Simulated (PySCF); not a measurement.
Ge(H)(Et)(OMe)2, SMILES C[CH2][GeH]([O]C)[O]C, GFN2-xTB optimised geometry.

```
19

Ge    -1.06    -0.61     0.00
C      0.93    -0.61     0.00
C      1.53    -1.99    -0.22
O     -1.80     1.02     0.00
C     -1.89     1.89     1.10
O     -1.50    -1.25    -1.57
C     -2.78    -1.17    -2.17
H     -1.75    -1.39     1.13
H      1.29    -0.19     0.94
H      1.25     0.07    -0.80
H      2.62    -1.93    -0.25
H      1.18    -2.40    -1.16
H      1.25    -2.66     0.59
H     -2.23     1.38     2.00
H     -2.62     2.66     0.83
H     -0.93     2.37     1.30
H     -2.65    -1.45    -3.22
H     -3.18    -0.16    -2.12
H     -3.48    -1.86    -1.70
```

Density from PBE0/def2-SVP in PySCF at that geometry.

Minimum of the electron density along straight lines between bonded atoms, close to the bond critical point (lines longer than 1.1 times the sum of covalent radii, or with two minima, are not listed):

| bond | length / Å | ρ at the minimum / e bohr⁻³ | ∇²ρ there / e bohr⁻⁵ | position (fraction from the first atom) |
|---|---|---|---|---|
| Ge1–C2 | 1.992 | 0.125 | 0.00 | 0.47 |
| C2–C3 | 1.522 | 0.241 | -0.54 | 0.51 |
| Ge1–O4 | 1.781 | 0.134 | 0.66 | 0.47 |
| O4–C5 | 1.409 | 0.254 | -0.41 | 0.66 |
| Ge1–O6 | 1.751 | 0.144 | 0.76 | 0.47 |
| O6–C7 | 1.415 | 0.249 | -0.37 | 0.66 |
| Ge1–H8 | 1.539 | 0.134 | 0.03 | 0.59 |
| C2–H9 | 1.091 | 0.273 | -0.97 | 0.62 |
| C2–H10 | 1.091 | 0.273 | -0.98 | 0.63 |
| C3–H11 | 1.089 | 0.276 | -1.01 | 0.62 |
| C3–H12 | 1.087 | 0.279 | -1.04 | 0.63 |
| C3–H13 | 1.088 | 0.277 | -1.01 | 0.62 |
| C5–H14 | 1.093 | 0.280 | -1.05 | 0.63 |
| C5–H15 | 1.092 | 0.282 | -1.08 | 0.64 |
| C5–H16 | 1.093 | 0.281 | -1.05 | 0.63 |
| C7–H17 | 1.091 | 0.282 | -1.08 | 0.63 |
| C7–H18 | 1.091 | 0.283 | -1.09 | 0.64 |
| C7–H19 | 1.092 | 0.281 | -1.05 | 0.63 |
